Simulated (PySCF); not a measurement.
H₃N, charge +1, doublet, at a GFN2-xTB geometry (a state made from the parent by changing its charge; the spin is typed, not shown lowest); PySCF with MP2/cc-pVTZ.

Input for PySCF:
```python
from pyscf import gto, scf, mp

mol = gto.Mole()
mol.atom = '''
    N     0.00000000   -0.00000000    0.00000000
    H     0.01502573    1.02772160   -0.01944823
    H     0.88265094   -0.52673581    0.01709961
    H    -0.89767667   -0.50098579    0.00234863
'''
mol.basis = 'cc-pvtz'
mol.charge = 1
mol.spin = 1
mol.verbose = 4
mol.max_memory = 1800
mol.build()

mf = scf.UHF(mol)
mf.kernel()

pt = mp.MP2(mf, frozen=1)
pt.kernel()
print('E(MP2) = %.10f' % pt.e_tot)
```

Task: Predict the main parts of the log of this PySCF run.

Result: 
```
PySCF version 2.14.0

[INPUT] verbose = 4
[INPUT] num. atoms = 4
[INPUT] num. electrons = 9
[INPUT] charge = 1
[INPUT] spin (= nelec alpha-beta = 2S) = 1
[INPUT] symmetry False subgroup None
[INPUT] Mole.unit = angstrom
[INPUT] Symbol           X                Y                Z      unit          X                Y                Z       unit  Magmom
[INPUT]  1 N      0.000000000000   0.000000000000   0.000000000000 AA    0.000000000000   0.000000000000   0.000000000000 Bohr   0.0
[INPUT]  2 H      0.015025730000   1.027721600000  -0.019448230000 AA    0.028394514522   1.942112356300  -0.036751828308 Bohr   0.0
[INPUT]  3 H      0.882650940000  -0.526735810000   0.017099610000 AA    1.667968540190  -0.995386420901   0.032313579737 Bohr   0.0
[INPUT]  4 H     -0.897676670000  -0.500985790000   0.002348630000 AA   -1.696363054712  -0.946725935399   0.004438267468 Bohr   0.0

nuclear repulsion = 11.7014619572811
number of shells = 27
number of NR pGTOs = 90
number of NR cGTOs = 72
basis = cc-pvtz
ecp = {}

******** <class 'pyscf.scf.uhf.UHF'> ********
method = UHF
initial guess = minao
damping factor = 0
level_shift factor = 0
DIIS = <class 'pyscf.scf.diis.CDIIS'>
diis_start_cycle = 1
diis_space = 8
diis_damp = 0
SCF conv_tol = 1e-09
SCF conv_tol_grad = None
SCF max_cycles = 50
direct_scf = True
direct_scf_tol = 1e-13
number electrons alpha = 5  beta = 4
Set gradient conv threshold to 3.16228e-05
init E= -55.9874456418661

cycle= 1 E= -55.8332301854513  delta_E= 0.154  |g|= 0.341  |ddm|= 0.753
cycle= 2 E= -55.8937154220057  delta_E= -0.0605  |g|= 0.157  |ddm|= 0.244
cycle= 3 E= -55.9019637910621  delta_E= -0.00825  |g|= 0.0275  |ddm|= 0.064
cycle= 4 E= -55.9026824359234  delta_E= -0.000719  |g|= 0.011  |ddm|= 0.0281
cycle= 5 E= -55.9028530661211  delta_E= -0.000171  |g|= 0.00448  |ddm|= 0.0128
cycle= 6 E= -55.902888998048  delta_E= -3.59e-05  |g|= 0.000984  |ddm|= 0.00743
cycle= 7 E= -55.902890639014  delta_E= -1.64e-06  |g|= 0.00016  |ddm|= 0.00158
cycle= 8 E= -55.902890672189  delta_E= -3.32e-08  |g|= 2e-05  |ddm|= 0.00026
cycle= 9 E= -55.9028906725616  delta_E= -3.73e-10  |g|= 2.49e-06  |ddm|= 3.07e-05
Extra cycle  E= -55.9028906725661  delta_E= -4.52e-12  |g|= 9.96e-07  |ddm|= 1.95e-06
converged SCF energy = -55.9028906725661  <S^2> = 0.76135631  2S+1 = 2.0113242

******** <class 'pyscf.mp.ump2.UMP2'> ********
nocc = (np.int64(4), np.int64(3)), nmo = (71, 71)
frozen orbitals 1
E(UMP2) = -56.081738036842  E_corr = -0.178847364275958
E(SCS-UMP2) = -56.0855944329189  E_corr = -0.182703760352774
E_corr(same-spin) = -0.0368227808981259
E_corr(oppo-spin) = -0.142024583377832
E(MP2) = -56.0817380368
```
